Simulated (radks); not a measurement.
The numbers below are computed, except where a source is named.
Problem. Li-, configuration [He] 2s2. Level of theory: scalar-relativistic Kohn-Sham, LDA (Slater exchange, VWN5 correlation), spin-polarised, spherical densities, point nucleus; hard spherical wall at 5 bohr (a radial shooting solver on a logarithmic mesh with Libxc functionals). Some entries of the table are withheld. Estimate them.

orbital  occ.  eigenvalue (eV)  <1/r> (bohr^-1)
1s          2         -37.0681            2.616
2s          2              (1)              (2)
2p          0          11.1224              (3)
3d          0          19.5344           0.3374
3s          0              (4)           0.6436

Solution. 
(1) 2s eigenvalue (eV): 8.5623
(2) 2s <1/r> (bohr^-1): 0.4946
(3) 2p <1/r> (bohr^-1): 0.4265
(4) 3s eigenvalue (eV): 29.6403
